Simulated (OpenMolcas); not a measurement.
**Levels of Tm IV by method**

* Program: OpenMolcas 26.06
* Basis: ANO-R2 [8s6p4d3f1g]
* Scalar Hamiltonian: X2C, finite nucleus
* Active space: 12 electrons in 7 orbitals (4f)
* State averaging: 2S+1 = 3 even, 21 roots; 2S+1 = 1 even, 28 roots (27 in the spin-orbit step)
* Spin-orbit coupling: RASSI with atomic mean-field integrals over the reference wave functions, term energies averaged over their components

Methods on the same reference wave functions:
A. CASSCF
B. SS-CASPT2, IPEA 0.25 Eh, imaginary shift 0.1 Eh (closed shells correlated: 5s 5p)

Energies in eV above 4f¹² ³H₆, the measured ground level; measured values from the list in Tchang-Brillet, Wyart, Meftah and Ait Mammar, Atoms 6, 52 (2018).

```csv
Level,A,B,Measured
4f¹² ³H₆,0.0000,0.0000,0.0000
4f¹² ³F₄ [53 %],0.8454,0.729,
4f¹² ³H₅,1.0273,1.029,1.0187
4f¹² ³H₄ [59 %],1.6464,1.587,1.5557
4f¹² ³F₃,2.0211,1.837,1.7867
4f¹² ³F₂,2.1913,1.971,1.8709
4f¹² ¹G₄ [58 %],2.7164,2.676,2.6253
4f¹² ¹D₂ [53 %],4.2724,3.855,
4f¹² ¹I₆,5.1372,4.849,4.3803
4f¹² ³P₁,5.6651,5.102,
4f¹² ³P₂ [68 %],5.7509,5.240,4.7774
4f¹² ³P₀,5.8309,5.268,
```

Deviations, from unrounded energies. A percentage is the sum of absolute deviations over the sum of measured energies, with the sign that they share, or ± where signs differ.

```csv
Against measurement,Levels,A,B
mean absolute deviation (cm-1),7,2900,1400
fine structure of the ground term (%),2,+3.9,+1.6
other terms of the ground configuration (%),5,+15.4,+7.3
```

B lies closest to measurement on these levels. The largest miss of B in the table is 4f¹² ¹I₆, by +3800 cm-1. The ranking rests on the paired levels alone, and a cruder setting can come out closer through cancelling errors.

From A to B the spin-free energies of the other terms of 4f¹² shown, above ³H, scale by factors of 0.81 to 0.97, as is usual when dynamic correlation screens the repulsion within a d or f shell.

The lowest spin-free term lies below A's lowest term by 0.917 hartree in B.

CASPT2 does not keep the components of a term degenerate, so their means are used; among the terms shown or strongly mixed into the levels shown the widest spread is 930 cm-1 (4f¹² ¹I, B). Some high roots are left out of the spin-orbit mixing, which shifts the levels that they would mix with. Without dynamic correlation excited terms often stand tens of per cent too high (terms of higher spin than the ground term too low), and those without a measured partner can miss by more than the paired ones (holds for A). Measured partners are found by configuration, term and J. A level has none where our copy of the source lacks it or the pairing is in doubt (some pairs that miss far off the trend of their configuration count as doubtful), and it then counts in no deviation. Levels of configurations outside the active space are missing.

A share in square brackets marks a mixed level and gives the weight of the term that names it, the lowest over the columns.
